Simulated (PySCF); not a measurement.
PySCF input file for AuClH3N, SMILES [NH3]->[Au][Cl], multiplicity 1, C-PCM-ωB97X/def2-SVP. Geometry optimised at B3LYP-D3(BJ)/def2-TZVP. The multiplicity is an assumed one; other spin states were not compared. The def2 effective core potentials stand for the cores of Au; spin–orbit coupling is left out.

```python
import numpy as np
from pyscf import gto, scf, dft
from pyscf.solvent import pcm

mol = gto.M(
    atom='''
    N    -0.00000000   -0.00000000   -2.26722110
    H     0.82217949    0.47468555   -2.62738847
    H     0.00000000   -0.94937110   -2.62738846
    H    -0.82217950    0.47468554   -2.62738846
    Au    0.00000000    0.00000000   -0.15241715
    Cl   -0.00000000   -0.00000000    2.10550988
    ''',
    basis='def2-SVP',
    ecp={'Au': 'def2-svp'},
    charge=0,
    spin=0,
    max_memory=1600,
    verbose=3,
)
mf = dft.RKS(mol, xc='wb97x').density_fit(auxbasis='def2-universal-jkfit')
mf.grids.level = 3
mf.conv_tol = 1e-9
mf.max_cycle = 100
mf.kernel()
res = {}
for name, eps in {'water': 78.355, 'benzene': 2.2706, 'chloroform': 4.7113}.items():
    s = mf.PCM()
    s.with_solvent.method, s.with_solvent.eps, s.with_solvent.lebedev_order = 'C-PCM', eps, 29
    s.kernel(mf.make_rdm1())
    res[name] = (s.e_tot, eps, s.dip_moment(), s.mo_energy, s.converged)
    print(f'{name}: electrostatic solvation free energy {(s.e_tot - mf.e_tot) * 627.509474:.3f} kcal/mol')
```

It prints:

```
converged SCF energy = -652.386170787431

WARN: PCM is an experimental feature. It is still in testing.
Features and APIs may be changed in the future.

converged SCF energy = -652.415436246501
Dipole moment(X, Y, Z, Debye): -0.00000,  0.00006, -11.05925
water: electrostatic solvation free energy -18.364 kcal/mol

WARN: PCM is an experimental feature. It is still in testing.
Features and APIs may be changed in the future.

converged SCF energy = -652.401390785086
Dipole moment(X, Y, Z, Debye): -0.00000,  0.00003, -10.05721
benzene: electrostatic solvation free energy -9.551 kcal/mol

WARN: PCM is an experimental feature. It is still in testing.
Features and APIs may be changed in the future.

converged SCF energy = -652.408580521723
Dipole moment(X, Y, Z, Debye): -0.00000,  0.00004, -10.56977
chloroform: electrostatic solvation free energy -14.062 kcal/mol
```

The calculation finished and met its thresholds.

Cost: very roughly 40 core-seconds.
